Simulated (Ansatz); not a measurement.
Start from `COCC#N` and change one atom or group to get `COCBF`.

Ansatz, PBE0-D4/def2-TZVP geometries, multiplicity 1. Each molecule was computed in one conformer, which needn't be the lowest.

| property | `COCC#N` |
| --- | --- |
| LUMO energy (PBE/def2-TZVPP) / eV | -1.04 |
| HOMO–LUMO gap (ωB97M-V/def2-TZVPP) / eV | 13.02 |
| LUMO energy (B3LYP/def2-TZVPP) / eV | -0.22 |
| size of the dipole moment (PBE/def2-TZVPP) / D | 3.18 |
| size of the dipole moment (B3LYP/def2-TZVPP) / D | 3.23 |
| HOMO–LUMO gap (PBE0/def2-TZVPP) / eV | 8.55 |

Question: Give the same properties after the change, and the shifts. (Estimate.)

Answer: Ansatz gave: 
| property | `COCBF` | shift |
| --- | --- | --- |
| LUMO energy (PBE/def2-TZVPP) / eV | -1.80 | -0.76 |
| HOMO–LUMO gap (ωB97M-V/def2-TZVPP) / eV | 10.94 | -2.08 |
| LUMO energy (B3LYP/def2-TZVPP) / eV | -1.03 | -0.81 |
| size of the dipole moment (PBE/def2-TZVPP) / D | 0.94 | -2.24 |
| size of the dipole moment (B3LYP/def2-TZVPP) / D | 1.02 | -2.21 |
| HOMO–LUMO gap (PBE0/def2-TZVPP) / eV | 6.57 | -1.98 |

With PBE0 the HOMO rises by 1.16 eV and the LUMO falls by 0.82 eV, so the gap narrows by about 1.98 eV. PBE moves the HOMO by 1.08 eV and ωB97M-V by 1.20 eV. Dipoles are sizes alone; their direction can turn.

B3LYP here is the variant with VWN-RPA as its local correlation; programs differ in this.
